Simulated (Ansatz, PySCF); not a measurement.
Process, species as SMILES: CCC [propane] -> [CH2]CC + H atom (the C-H bond at the site shown breaks; other sites are not compared here)
Geometries: B3LYP-D3(BJ)/def2-TZVP minima from Ansatz (a program for electronic structure), one conformer each, not searched for the lowest.

Quantity: bond dissociation energy (enthalpy at 298 K, with B3LYP-D3(BJ) rigid-rotor harmonic-oscillator terms from PySCF), in kcal/mol. Valence correlation only, unless marked. UHF or UKS for open shells. No spin-orbit coupling. Non-relativistic. Basis-set limits of correlation are two-point, X^-3; Hartree-Fock from the larger set. [CCSD(T)-MP2]/basis is that difference in the basis named.

| level | program | bond dissociation energy (kcal/mol) |
|---|---|---|
| HF/cc-pVTZ | Ansatz | 75.7 |
| PBE-D4/def2-TZVPD | Ansatz + dftd4 | 98.0 |
| revPBE-D3(BJ)/def2-TZVPD | Ansatz + dftd3 | 96.5 |
| r2SCAN/def2-TZVPD | Ansatz | 96.2 |
| PBE0-D3(BJ)/def2-TZVPD | Ansatz + dftd3 | 98.0 |
| PBE0/def2-TZVPD | Ansatz | 97.7 |
| BHLYP-D4/def2-TZVPD | Ansatz + dftd4 | 98.4 |

Question: Predict the RI-MP2/CBS(cc-pVTZ,cc-pVQZ)+[CCSD(T)-MP2]/cc-pVTZ result (Ansatz).

Answer: 102.5 kcal/mol
